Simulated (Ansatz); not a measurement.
Input file for Ansatz (a program for electronic structure): R-wB97X-V/def2-TZVPP on CH4GeS (SMILES [CH3][Ge][SH]), a point of a torsion scan.

Ansatz 0.2 input:
```yaml
crystal:
  periodic: [false, false, false]
  atoms:
    - {symbol: C, position_ang: [-0.90593898, -0.15948676, 0.06495073]}
    - {symbol: Ge, position_ang: [0.19219201, 1.54309537, -0.19916508]}
    - {symbol: S, position_ang: [2.22752167, 0.58469095, 0.02983248]}
    - {symbol: H, position_ang: [-0.58285150, -0.93503860, -0.63030288]}
    - {symbol: H, position_ang: [-1.96327874, 0.03333832, -0.11361284]}
    - {symbol: H, position_ang: [-0.80898635, -0.55643296, 1.07715522]}
    - {symbol: H, position_ang: [1.86110207, -0.39017884, 0.84785350]}
basis:
  gaussian:
    orbitals: def2-TZVPP
hamiltonian:
  xc: {name: wB97X-V}
scf: {lower_state_search: off}
```

Program output:

```
WARN ansatz: RAYON_NUM_THREADS=1 ignored (pool sized by the plan → 1); use --threads N
Functional definition: wB97X-V
these checks for a lower state are left out or cut short: stability, starts, cluster_reference, orbital_swaps, neighbouring_geometries, increment
integrals: 0.13 GiB planned
1096 factors; their error is unknown
integrals: 0.16 GiB planned
229 factors; integrals over basis functions are off by at most 1.2e-5 eV
mean field: 1.06 GiB planned
mean field evaluation 1: about -68445.5729 eV, gradient 4.1e1 eV
mean field evaluation 2: about -68446.9496 eV, gradient 3.5e1 eV
mean field evaluation 4: about -68449.4570 eV, gradient 1.7e0 eV
mean field evaluation 8: about -68449.4697 eV, gradient 4.7e-2 eV
mean field evaluation 16: about -68449.6470 eV, gradient 1.4e-4 eV
mean field -68449.64704610 eV, -2515.4781321070 hartree, gradient 5.4e-6 eV, S^2 0.000000; 0 other end points of the search recorded, 0 dependent functions left out
reference -68449.64704447 eV, -2515.4781320471 hartree; 29, 29 occupied and 148, 148 virtual orbitals, 1096 factors
Total energy: -68449.64704447 eV, -2515.4781320471 hartree
Checks for a lower state left out: stability, starts, cluster_reference, orbital_swaps, neighbouring_geometries, increment
```

The run converged.

Cost: roughly 7 core-seconds.
